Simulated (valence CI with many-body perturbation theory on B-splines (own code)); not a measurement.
**Level structure of Eu42+**

Computed by relativistic CI+MBPT: three valence electrons over a frozen Dirac-Fock core [Ar], a basis of 9 s, 9 p, 10 d, 8 f, 5 g, 3 h, 1 i functions for each j, with the one-electron correlation potential Σ1, the two-electron term Σ2, the three-electron term Σ3, Breit, model QED; selected CI, second order for the rest (own B-spline code, finite nucleus).

No measured spectrum was set against this ion. As an estimate, large intervals hold to a few tenths of a per cent, small ones and those within an open d or f shell to about a per cent. Only levels of the ground parity were solved; by the run's estimate the other parity begins above the list, which can be wrong where configurations are misplaced.

Levels 1 to 19 of 19, with energies above the lowest level, (3d3/2^3) J=3/2. "Leading %" is the weight of the configuration and term that name the level; weights of strongly mixed levels are sums over their largest components and can fall short. In the jj column 3d3/2^4 stands for four electrons in 3d with j = 3/2.

| No. | Configuration | Term | J | E (cm⁻¹) | Leading % | Leading jj | g | Second component |
| --- | --- | --- | --- | --- | --- | --- | --- | --- |
| 1 | 3d³ | ⁴F | 3/2 | 0 | 52 | 3d3/2^3 (96 %) | 0.669 | 35 % 3d³ ²D |
| 2 | 3d³ | ⁴F | 5/2 | 222000 | 85 | 3d3/2^2 3d5/2 (98 %) | 1.047 | 13 % 3d³ ²D |
| 3 | 3d³ | ⁴P | 3/2 | 267780 | 39 | 3d3/2^2 3d5/2 (97 %) | 1.207 | 30 % 3d³ ²P |
| 4 | 3d³ | ²G | 7/2 | 284300 | 45 | 3d3/2^2 3d5/2 (93 %) | 1.061 | 42 % 3d³ ⁴F |
| 5 | 3d³ | ²G | 9/2 | 291170 | 43 | 3d3/2^2 3d5/2 (98 %) | 1.057 | 41 % 3d³ ²H |
| 6 | 3d³ | ⁴P | 1/2 | 300590 | 60 | 3d3/2^2 3d5/2 (100 %) | 1.861 | 40 % 3d³ ²P |
| 7 | 3d³ | ⁴P | 5/2 | 434880 | 50 | 3d3/2^2 3d5/2 (85 %) | 1.331 | 31 % 3d³ ²D |
| 8 | 3d³ | ⁴F | 7/2 | 505930 | 57 | 3d3/2 3d5/2^2 (96 %) | 1.086 | 41 % 3d³ ²G |
| 9 | 3d³ | ⁴F | 9/2 | 531780 | 53 | 3d3/2 3d5/2^2 (94 %) | 1.133 | 43 % 3d³ ²H |
| 10 | 3d³ | ⁴P | 3/2 | 565700 | 41 | 3d3/2 3d5/2^2 (99 %) | 1.130 | 40 % 3d³ ²D |
| 11 | 3d³ | ²P | 1/2 | 584060 | 60 | 3d3/2 3d5/2^2 (100 %) | 1.460 | 40 % 3d³ ⁴P |
| 12 | 3d³ | ²H | 11/2 | 597270 | 100 | 3d3/2 3d5/2^2 (100 %) | 1.083 |  |
| 13 | 3d³ | ²D | 5/2 | 607180 | 55 | 3d3/2 3d5/2^2 (84 %) | 1.209 | 21 % 3d³ ⁴P |
| 14 | 3d³ | ²F | 5/2 | 646380 | 44 | 3d3/2 3d5/2^2 (96 %) | 1.109 | 37 % 3d³ ²D |
| 15 | 3d³ | ²F | 7/2 | 660440 | 84 | 3d3/2 3d5/2^2 (97 %) | 1.100 | 14 % 3d³ ²G |
| 16 | 3d³ | ²D | 3/2 | 768930 | 60 | 3d3/2 3d5/2^2 (80 %) | 0.996 | 31 % 3d³ ²P |
| 17 | 3d³ | ²G | 9/2 | 811360 | 53 | 3d5/2^3 (97 %) | 1.140 | 31 % 3d³ ⁴F |
| 18 | 3d³ | ²D | 3/2 | 914550 | 63 | 3d5/2^3 (80 %) | 1.024 | 27 % 3d³ ²P |
| 19 | 3d³ | ²D | 5/2 | 975870 | 63 | 3d5/2^3 (92 %) | 1.152 | 23 % 3d³ ²F |

The ionisation energy to 3d² ³F2 of the next ion comes out as 3279.6 eV (NIST: 3279 ± 4 eV (theoretical)). All 19 levels together are meant to be complete up to 1014900 cm⁻¹.
